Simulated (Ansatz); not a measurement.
```yaml
crystal:
  periodic: [true, true, true]
  atoms:
    - {symbol: B, position_ang: [-1.413995, 1.423444, -0.716049]}
    - {symbol: N, position_ang: [-0.474629, 0.469534, -0.470594]}
    - {symbol: C, position_ang: [0.378604, -0.400357, -0.317155]}
    - {symbol: C, position_ang: [0.924520, -0.901365, 0.975425]}
    - {symbol: Cl, position_ang: [1.093795, -1.200998, -1.721269]}
    - {symbol: H, position_ang: [-2.563780, 1.097884, -0.776342]}
    - {symbol: H, position_ang: [-1.061649, 2.559692, -0.844254]}
    - {symbol: H, position_ang: [2.005257, -0.748667, 1.006052]}
    - {symbol: H, position_ang: [0.451801, -0.375770, 1.803394]}
    - {symbol: H, position_ang: [0.743276, -1.974497, 1.063793]}
basis:
  gaussian: {orbitals: aug-pcseg-2}
magnetization: {spin_polarized: true, initial_magnetization: 2}
hamiltonian: {xc: {name: PBE0}, dispersion: d3bj}
output: {forces: true}
```

```sh
$ ansatz run in.yaml --threads 4 --pin off --events-out ev --progress --plain --max-ram 10444MiB
```

Task: How does Ansatz answer? (An estimate is asked.)

Result: The calculation gave: The input was rejected before any iteration.
```
Error: YAML parse error: error: line 2 column 3: crystal: missing field `lattice` (a structure is typed as `lattice` and `atoms`, a molecule's as `atoms` in Å alone, or read from a run's directory, `checkpoint`)
 --> <input>:2:3
1 | crystal:
2 |   periodic: [true, true, true]
3 |   atoms:
4 |     - {symbol: B, position_ang: [-1.413995, 1.423444, -0.716049]}
```
